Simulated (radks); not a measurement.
Question: All-electron atom: Ho5+ in [Kr] 4d10 4f9 5s1 5p6 (not the ground configuration). Method: scalar-relativistic Kohn-Sham, PBE, spin-polarised, spherical densities, finite nucleus; open shells are filled with parallel spins first (spin-orbit coupling, left out, can overturn this in heavy ions); Fermi nuclear charge, rms radius 5.2022 fm; computed with a radial shooting solver on a logarithmic mesh with Libxc functionals. Some entries of the table are withheld. Estimate them.

| orbital | occ. | eigenvalue (eV) | <r^2> (bohr^2) |
|---|---|---|---|
| 1s up | 1 | -55560.59 | 0.0005883 |
| 1s down | 1 | -55560.46 | 0.0005883 |
| 2s up | 1 | -9355.226 | 0.009171 |
| 2s down | 1 | -9355.094 | 0.009170 |
| 2p up | 3 | -8297.093 | 0.007442 |
| 2p down | 3 | -8296.975 | 0.007441 |
| 3s up | 1 | -2148.829 | 0.06042 |
| 3s down | 1 | -2146.434 | 0.06034 |
| 3p up | 3 | -1825.389 | 0.06076 |
| 3p down | 3 | -1822.999 | 0.06066 |
| 3d up | 5 | -1414.469 | 0.05079 |
| 3d down | 5 | -1412.627 | 0.05067 |
| 4s up | 1 | -485.6515 | 0.3024 |
| 4s down | 1 | -480.5786 | 0.3025 |
| 4p up | 3 | -378.8676 | 0.3416 |
| 4p down | 3 | -373.8539 | 0.3417 |
| 4d up | 5 | -234.4780 | 0.4050 |
| 4d down | 5 | -229.4827 | 0.4057 |
| 5s up | 1 | (1) | 1.612 |
| 5s down | 0 | (2) | 1.650 |
| 5p up | 3 | -87.6000 | 2.072 |
| 5p down | 3 | -84.8923 | 2.137 |
| 4f up | 7 | -75.9174 | 0.6578 |
| 4f down | 2 | -71.0615 | 0.6835 |

Answer: 
(1) 5s up eigenvalue (eV): -115.5396
(2) 5s down eigenvalue (eV): -112.1677
